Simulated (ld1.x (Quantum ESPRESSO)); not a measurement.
**Cl (Z = 17), TM: configuration errors across variants**

ld1.x (Quantum ESPRESSO) 7.5 input, shortened:

```
&input
   title='Cl', zed=17., rel=1, dft='PBE', iswitch=3,
   config='[Ne] 3s2 3p5'
 /
 &inputp
   pseudotype=2, tm=.true., lloc=0,
   nlcc=.true.
 /
2
3P  2  1   5.00   0.00  1.45  1.45  0.0
3S  1  0   2.00   0.00  0.95  0.95  0.0
 &test
   configts(1)='3s2 3p5'
 /
```

All-electron excitation energies from the reference (eV): (1) 3s2 3p4 13.875; (2) 3s2 3p3 39.322; (3) 3s2 3p2 77.630; (4) 3s1 3p5 26.584; (5) 3s2 3p4.5 5.583; (6) 3s2 3p1 129.873; (7) 3s2 3p5.3 -2.138.

A true bound ghost makes a file unfit for plane-wave use even where its test errors are small: the radial tests pick states by their node count and pass the ghost by.

Errors AE − PS in meV (a dash: test not solved or not reliable):

```tsv
change	(1)	(2)	(3)	(4)	(5)	(6)	(7)	bound ghosts
base	+4.8	+35	+117	+5.9	+0.6	+288	+0.4	none
all radii but the core radius scaled by about 0.76 (s 0.72, p 1.10 bohr)	+21	+127	+393	+64	+3.8	+902	+1.0	s (extra level of the local part)
all radii but the core radius scaled by about 0.84 (s 0.80, p 1.22 bohr)	+10	+69	+233	+25	+1.7	+579	+0.7	none
all radii but the core radius scaled by about 0.88 (s 0.84, p 1.28 bohr)	+7.7	+52	+175	+14	+1.2	+433	+0.6	none
all radii but the core radius scaled by about 1.03 (s 0.98, p 1.50 bohr)	+4.2	+31	+105	+5.4	+0.5	+259	+0.4	none
all radii but the core radius scaled by about 1.10 (s 1.04, p 1.60 bohr)	+3.8	+28	+95	+5.6	+0.4	+233	+0.4	none
all radii but the core radius scaled by about 1.24 (s 1.18, p 1.80 bohr)	+3.0	+23	+76	+8.1	+0.3	+178	+0.4	none
all radii but the core radius scaled by about 1.32 (s 1.26, p 1.92 bohr)	+2.9	+21	+69	+9.6	+0.3	+158	+0.4	none
all radii but the core radius scaled by about 1.39 (s 1.32, p 2.02 bohr)	+2.9	+21	+65	+11	+0.3	+143	+0.4	none
```

(1) Give the same row for: all radii but the core radius scaled by about 1.18 (s 1.12, p 1.72 bohr).

## Answers

(1) +3.3, +25, +83, +6.7, +0.3, +200, +0.4; bound ghosts: none.
